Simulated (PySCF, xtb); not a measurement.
Si(H)3(OAc) (C₂H₆O₂Si), SMILES O([SiH3])C(=O)C.

xtb 6.7.1 with GFN2-xTB at its own geometry gives an orbital gap of 4.90 eV and a dipole moment of 2.16 D.

Geometry optimised at r2SCAN-D4/def2-SVP.

### Question
What does PBE/def2-TZVP in PySCF give? (Estimate from the structure and the level; the computed values follow.)

### Answer
gap 5.34 eV (levels -6.58 and -1.24 eV), dipole 1.73 D.
